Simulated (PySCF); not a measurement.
Si(H)(F)2(NHSiH3) (F₂H₅NSi₂), SMILES F[SiH](F)N[SiH3].

The structure is a stationary point at PBE0-D3(BJ)/def2-SVP. The values are those of a single conformer.

All values below come from TDDFT-PBE0/def2-SVPD (PySCF).

Vertical excitations.  State labels are in the subgroup Cs.

Computed lowest excited states:
```json
[
 {"state": "S1", "symmetry": "A\"", "energy (eV)": "6.81", "λ (nm)": "182", "f": "0.006", "main pairs": "HOMO→LUMO 99 %"},
 {"state": "S2", "symmetry": "A\"", "energy (eV)": "7.68", "λ (nm)": "161", "f": "0.026", "main pairs": "HOMO→LUMO+1 96 %"},
 {"state": "S3", "symmetry": "A'", "energy (eV)": "7.92", "λ (nm)": "157", "f": "0.003", "main pairs": "HOMO→LUMO+2 98 %"},
 {"state": "S4", "symmetry": "A\"", "energy (eV)": "7.94", "λ (nm)": "156", "f": "0.006", "main pairs": "HOMO→LUMO+3 75 %, HOMO→LUMO+4 21 %"},
 {"state": "S5", "symmetry": "A\"", "energy (eV)": "8.23", "λ (nm)": "151", "f": "0.002", "main pairs": "HOMO→LUMO+4 76 %, HOMO→LUMO+3 19 %"},
 {"state": "S6", "symmetry": "A\"", "energy (eV)": "8.51", "λ (nm)": "146", "f": "0.017", "main pairs": "HOMO→LUMO+5 84 %"},
 {"state": "S7", "symmetry": "A'", "energy (eV)": "8.53", "λ (nm)": "145", "f": "0.009", "main pairs": "HOMO−1→LUMO 95 %"},
 {"state": "S8", "symmetry": "A'", "energy (eV)": "8.95", "λ (nm)": "139", "f": "0.145", "main pairs": "HOMO→LUMO+6 93 %"},
 {"state": "S9", "symmetry": "A\"", "energy (eV)": "9.05", "λ (nm)": "137", "f": "0.024", "main pairs": "HOMO−2→LUMO 90 %"},
 {"state": "S10", "symmetry": "A\"", "energy (eV)": "9.31", "λ (nm)": "133", "f": "0.000", "main pairs": "HOMO→LUMO+7 82 %"},
 {"state": "T1", "symmetry": "A\"", "energy (eV)": "6.44", "λ (nm)": "193", "f": "0", "main pairs": "HOMO→LUMO 96 %"},
 {"state": "T2", "symmetry": "A'", "energy (eV)": "7.30", "λ (nm)": "170", "f": "0", "main pairs": "HOMO→LUMO+2 96 %"},
 {"state": "T3", "symmetry": "A\"", "energy (eV)": "7.41", "λ (nm)": "167", "f": "0", "main pairs": "HOMO→LUMO+1 75 %"},
 {"state": "T4", "symmetry": "A\"", "energy (eV)": "7.65", "λ (nm)": "162", "f": "0", "main pairs": "HOMO→LUMO+3 45 %, HOMO→LUMO+4 32 %, HOMO→LUMO+1 18 %"}
]
```
Triplets are in the Tamm–Dancoff approximation, which puts them higher than full response would, so one can lie above its singlet here.
